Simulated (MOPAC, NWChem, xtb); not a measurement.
CH4BFN2 (SMILES [H]/N=C(/N)BF): methods side by side

CH4BFN2: 9 atoms, total charge 0, spin state singlet. As SMILES, `[H]/N=C(/N)BF`. The coordinates come from a PBE0-D4/def2-TZVP relaxation. This is one conformer, not always the lowest.

```tsv
atom	x (Å)	y (Å)	z (Å)
N	0.3648	0.3018	-1.5467
C	0.1188	-0.0823	-0.3461
N	0.4714	-1.3290	0.0691
B	-0.6012	0.8598	0.6827
F	-0.7470	0.4725	1.9389
H	-0.0013	1.2396	-1.6885
H	0.4520	-1.5548	1.0460
H	1.0427	-1.8924	-0.5384
H	-1.0117	1.9386	0.3660
```

Each level gives the dipole moment (D). The values are calculated.

```
                             level             kind  program  value (D)
                               AM1   semi-empirical    MOPAC       1.90
                               PM3   semi-empirical    MOPAC       1.60
                               PM7   semi-empirical    MOPAC       2.07
                          GFN0-xTB   semi-empirical      xtb       3.97
                         HF/STO-3G     Hartree–Fock   NWChem       1.92
                          HF/3-21G     Hartree–Fock   NWChem       1.56
B3LYP/6-31G* (spherical functions)    global hybrid   NWChem       1.79
B3LYP/6-31G* (Cartesian functions)    global hybrid   NWChem       1.79
                   M06-2X/6-311G**  hybrid meta-GGA   NWChem       1.63
```

The values span 1.56 to 3.97 D. Magnitudes only. Sets without polarisation functions give poor dipoles.
